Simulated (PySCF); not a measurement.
Si(F)(Cl)(vinyl)(NH2) (C₂H₅ClFNSi), SMILES C=C[Si](N)(F)Cl.

The structure is a stationary point at B3LYP-D3(BJ)/def2-SVP. The structure was generated by enumeration, and PubChem lists no compound with its InChIKey, so it may never have been made. One conformer was computed; it need not be the lowest.

These are SMD-PBE0/def2-SVP run with PySCF values and carry that method's errors.

Solvation free energies are E(SMD) − E(gas) at the gas-phase geometry, for 1 M in both phases. In vacuum the dipole moment is 2.85 D.

Problem. Estimate the solvation free energies in water, 1-octanol, diethylether. (Estimate from the structure and the level; the computed values follow.)

Solution. 
```csv
solvent,ΔG(solv) (kcal/mol),its non-electrostatic (CDS) part,dipole (D)
water,-1.9,4.8,3.58
1-octanol,-4.7,1.1,3.48
diethylether,-4.8,-0.2,3.35
```
